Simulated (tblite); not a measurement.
Parent: `[O:1]=[CH:2][O:3][SiH2:4][CH:5]([SiH3:6])[SiH3:7]` with O1–C2–O3–Si4 -2°, C2–O3–Si4–C5 79°, O3–Si4–C5–Si6 -51°, C2H10O2Si3.

The geometries are computed with GFN2-xTB (gas phase). One conformer each, not checked by frequencies here.

```csv
coordinate of the parent,value
O1=C2,1.196 Å
C2–O3,1.301 Å
O3–Si4,1.682 Å
Si4–C5,1.887 Å
C5–Si6,1.915 Å
C5–Si7,1.904 Å
O1–C2–O3,126.0°
C2–O3–Si4,123.7°
O3–Si4–C5,111.1°
Si4–C5–Si6,113.8°
Si4–C5–Si7,110.7°
Si6–C5–Si7,112.8°
```

Problem. How does the shared frame change in `[N:1]#[C:2][C:3]([SiH3:4])([SiH3:5])[SiH2:6][O:7][CH:8]=[O:9]` with C2–C3–Si6–O7 -52°, C3–Si6–O7–C8 -63°, Si6–O7–C8–O9 2°, C3H9NO2Si3? Atoms pair as O1 = O9, C2 = C8, O3 = O7, Si4 = Si6, C5 = C3, Si6 = Si5, Si7 = Si4 (parent first).

Solution. 
```tsv
parent	relative	value in the relative	change
O1=C2	O9=C8	1.197 Å	+0.001
C2–O3	C8–O7	1.303 Å	+0.002
O3–Si4	O7–Si6	1.674 Å	-0.008
Si4–C5	Si6–C3	1.899 Å	+0.012
C5–Si6	C3–Si5	1.940 Å	+0.025
C5–Si7	C3–Si4	1.919 Å	+0.015
O1–C2–O3	O9–C8–O7	125.5°	-0.5
C2–O3–Si4	C8–O7–Si6	124.3°	+0.6
O3–Si4–C5	O7–Si6–C3	111.9°	+0.8
Si4–C5–Si6	Si6–C3–Si5	113.9°	+0.1
Si4–C5–Si7	Si6–C3–Si4	109.8°	-0.9
Si6–C5–Si7	Si5–C3–Si4	111.8°	-1.0
```

Of the parent's bonds, C5–Si6 changes most (+0.025 Å). Bonds of the relative outside the shared frame: N1≡C2 1.148, C2–C3 1.418 Å. Point group C1 → C1.

Problem. How does the shared frame change in `[CH3:1][S:2][C:3]([SiH3:4])([SiH3:5])[SiH2:6][O:7][CH:8]=[O:9]` with C1–S2–C3–Si4 47°, S2–C3–Si6–O7 -173°, C3–Si6–O7–C8 -68°, Si6–O7–C8–O9 3°, C3H12O2SSi3? Atoms pair as O1 = O9, C2 = C8, O3 = O7, Si4 = Si6, C5 = C3, Si6 = Si5, Si7 = Si4 (parent first).

Solution. 
```csv
parent,relative,value in the relative,change
O1=C2,O9=C8,1.197 Å,+0.001
C2–O3,C8–O7,1.301 Å,0.000
O3–Si4,O7–Si6,1.681 Å,-0.001
Si4–C5,Si6–C3,1.896 Å,+0.009
C5–Si6,C3–Si5,1.923 Å,+0.008
C5–Si7,C3–Si4,1.911 Å,+0.007
O1–C2–O3,O9–C8–O7,125.8°,-0.2
C2–O3–Si4,C8–O7–Si6,122.8°,-0.9
O3–Si4–C5,O7–Si6–C3,111.2°,+0.1
Si4–C5–Si6,Si6–C3–Si5,112.3°,-1.5
Si4–C5–Si7,Si6–C3–Si4,110.3°,-0.4
Si6–C5–Si7,Si5–C3–Si4,114.1°,+1.3
```

Of the parent's bonds, Si4–C5 and C5–Si6 change most and about equally (+0.008 to +0.009 Å). Bonds of the relative outside the shared frame: C1–S2 1.820, S2–C3 1.857 Å. Point group C1 → C1.
